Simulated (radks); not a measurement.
Values are calculated unless marked as measured or tabulated.
The hafnium ion Hf3+, 69 electrons, occupied as [Xe] 4f14 5d1.

Code: a radial shooting solver on a logarithmic mesh with Libxc functionals. Model: scalar-relativistic Kohn-Sham, PBEsol, spin-polarised, spherical densities, point nucleus; open shells are filled with parallel spins first (spin-orbit coupling, left out, can overturn this in heavy ions).

Energy parts (hartree):
| part | energy |
|---|---|
| total | -15072.0554 |
| kinetic | 16515.3771 |
| electron-nucleus | -37120.4869 |
| Hartree | 5835.3833 |
| exchange-correlation | -302.3288 |

Orbitals (lengths in bohr, moments of r in powers of bohr; r(max) is where P^2 peaks; r(90%) holds 90 % of the orbital's charge):
orbital  occ.  eigenvalue (hartree)  r(90%)   r(max)
1s down     1             -2399.407  0.0345  0.01190
1s up       1             -2399.407  0.0345  0.01190
2s up       1             -411.1899   0.125  0.06808
2s down     1             -411.1884   0.125  0.06808
2p up       3             -361.1964   0.117  0.05568
2p down     3             -361.1953   0.117  0.05568
3s up       1             -94.45604   0.306   0.1922
3s down     1             -94.45587   0.306   0.1922
3p up       3             -79.52381   0.312   0.1898
3p down     3             -79.52358   0.312   0.1898
3d up       5             -61.84988   0.294   0.1546
3d down     5             -61.84911   0.294   0.1546
4s up       1             -19.82053   0.673   0.4374
4s down     1             -19.81968   0.673   0.4374
4p up       3             -14.92204   0.724   0.4583
4p down     3             -14.92126   0.724   0.4583
4d up       5              -8.59480   0.804   0.4710
4d down     5              -8.59373   0.804   0.4710
5s up       1              -3.47376    1.63    1.015
5s down     1              -3.45723    1.62    1.014
5p up       3              -2.30984    1.94    1.157
5p down     3              -2.28615    1.93    1.154
4f up       7              -1.62552    1.14   0.4544
4f down     7              -1.62139    1.14   0.4543
5d up       1              -1.01144    2.93    1.576
5d down     0              -0.97721    2.93    1.565

The highest occupied level is 5d up at -27.523 eV. For comparison, the ionisation energy in NIST's Atomic Spectra Database is 33.37 eV (semi-empirical). In exact Kohn-Sham theory the highest level is minus the ionisation energy, but local and semilocal functionals leave it too shallow, through self-interaction and a potential that decays too fast; potentials with the right tail come closer.
